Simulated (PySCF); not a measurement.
Predicted microwave data (PBE0-D3(BJ)/def2-SVP geometry optimisation, gas phase in PySCF 2.14.0) for one isomer of C9H9BF2:

* Rotational constants: A = 2918, B = 417.4, C = 375.9 MHz
* Dipole components: |μa| = 3.22 D, |μb| = 0.25 D, |μc| = 0.00 D
* Inertial defect: -39.60 u·Å²
* κ: -0.97

Problem. Which candidate fits, each taken in the one conformer that was computed?
A. `[CH2:1]=[CH:2][CH2:3][c:4]1[cH:5][cH:6][c:7]([B:8]([F:9])[F:10])[cH:11][cH:12]1` with C1–C2–C3–C4 119°, C2–C3–C4–C5 98°
B. `[F:1][B:2]([F:3])[c:4]1[cH:5][cH:6][c:7]([CH:8]2[CH2:9][CH2:10]2)[cH:11][cH:12]1` with C6–C7–C8–C9 35°

Solution. B. It is FB(F)c1ccc(C2CC2)cc1, a near-prolate asymmetric top, point group Cs. The candidates at the same level (rigid rotor, commonest isotopes):

```json
{"SMILES": "FB(F)c1ccc(C2CC2)cc1", "A (MHz)": "2918", "B (MHz)": "417.4", "C (MHz)": "375.9", "μa (D)": "3.22", "μb (D)": "0.25", "μc (D)": "0.00", "Δ (u·Å²)": "-39.60", "point group": "Cs", "rotor": "near-prolate asymmetric top"}
{"SMILES": "C=CCc1ccc(B(F)F)cc1", "A (MHz)": "2625", "B (MHz)": "397.1", "C (MHz)": "363.1", "μa (D)": "2.52", "μb (D)": "0.33", "μc (D)": "0.36", "Δ (u·Å²)": "-73.31", "point group": "C1", "rotor": "near-prolate asymmetric top"}
```

`C=CCc1ccc(B(F)F)cc1` has A 10 % too low. In the right answer the mirror of this Cs structure is the ab plane, so μc vanishes by symmetry. No structure here is proved a minimum.
